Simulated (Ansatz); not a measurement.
Born–Oppenheimer molecular dynamics of C3H11AlSi (16 atoms, charge 0, multiplicity 1). It starts from a relaxed structure.

These are results of Ansatz 0.2.0, RKS PBE-D4/STO-3G, not measurements.

| Quantity | Value |
| --- | --- |
| ensemble | NVT, Langevin thermostat |
| time step | 0.25 fs |
| steps asked | 250 |
| set temperature | 1000 K |
| friction | 0.005 /fs |
| masses | H 2.014 u |
| seed | 41093 |

First frame:

```xyz
16
Properties=species:S:1:pos:R:3
Al 0.023 2.186 2.001
C -0.479 0.780 0.779
C 0.599 -0.327 0.562
C 0.152 -1.484 -0.394
Si -0.228 -0.931 -2.161
H -0.992 3.255 2.348
H 1.414 2.220 2.598
H -1.414 0.294 1.125
H -0.735 1.221 -0.206
H 1.529 0.129 0.160
H 0.873 -0.774 1.542
H -0.740 -1.979 0.036
H 0.953 -2.249 -0.422
H 0.845 -0.086 -2.665
H -0.346 -2.093 -3.028
H -1.475 -0.185 -2.232
```

Q: How far do the bonds stretch over the last three quarters of this one trajectory? (Pairs bonded in most of those frames.)

A: 
```tsv
bond	mean (Å)	spread (Å)	shortest	longest
Al1–C2	1.930	0.012	1.91	1.96
Al1–H6	1.517	0.035	1.46	1.57
Al1–H7	1.516	0.017	1.49	1.55
C2–C3	1.587	0.036	1.53	1.64
C2–H8	1.112	0.034	1.05	1.18
C2–H9	1.111	0.020	1.08	1.15
C3–C4	1.584	0.031	1.54	1.64
C3–H10	1.131	0.048	1.05	1.20
C3–H11	1.112	0.026	1.06	1.18
C4–Si5	1.909	0.052	1.85	2.01
C4–H12	1.111	0.016	1.08	1.14
C4–H13	1.112	0.014	1.09	1.15
Si5–H14	1.462	0.019	1.42	1.50
Si5–H15	1.456	0.038	1.40	1.52
Si5–H16	1.460	0.026	1.41	1.52
```

Mean temperature of the second half: 677 K. The mean temperature of the second half is 32 % below the set value. A run of 0.062 ps of so small a system gives no equilibrium averages. Limits of this set-up: minimal basis.

The run took 13 min on 1 thread of Arm Neoverse V1 (shared host), peak memory 0.1 GiB.
